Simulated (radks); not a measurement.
The numbers below are computed, except where a source is named.
Q: Neutral antimony, [Kr] 4d10 5s2 5p3. Level of theory: non-relativistic Kohn-Sham, PBE, spin-polarised, spherical densities, point nucleus (a radial shooting solver on a logarithmic mesh with Libxc functionals). Every spin shell is full or empty, so the densities are truly spherical. Functionals are evaluated on that one density, not self-consistently. Rank these exchange functionals by their error against the exact value of the orbitals, and give that value: LDA, B88, revPBE, PW91, PW86, SOGGA, B86b, TPSS, MS2, TASK.

A: Exact: -163.751 hartree. From best to worst, with 100 (|E| - |E exact|)/|E exact| (equal figures are ties): B88 +0.01, B86b -0.01, PW91 -0.02, PW86 -0.21, revPBE -0.30, TPSS -0.30, MS2 -0.60, TASK -2.23, SOGGA -2.27, LDA -4.82.
